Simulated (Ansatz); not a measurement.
CH4F2OSeTi (`C[Se][Ti]([OH])([F])[F]`). The species carries charge 0 and has multiplicity 1. Correlated methods include outer-core shells of Se, Ti, which these sets cover unevenly. Scalar relativity is left out up to krypton.

```xyz
10

C     1.7902    0.6185    0.5827
Se    0.9819   -1.1386    0.2241
Ti   -1.1153   -0.1916   -0.4573
O    -2.1372   -1.5733   -0.8507
F    -1.7160    0.7780    0.8804
F    -0.8286    0.8621   -1.8375
H     1.2411    1.1296    1.3708
H     1.8077    1.2157   -0.3268
H     2.8098    0.4274    0.9122
H    -2.8338   -2.1277   -0.4979
```

Question: Give the diagnostics of a CCSD(T)/def2-TZVPP run (frozen core, Ansatz). (An estimate is asked.)

Answer: The calculation gave: T1 = 0.0223, largest single amplitude 0.066, largest double 0.038, (T) share of the correlation energy 4.5 %, 15 CCSD cycles. The RHF solution is stable towards an unrestricted one. T1 lies over the customary mark of 0.02 for closed shells; compounds of d metals often pass it without a breakdown.
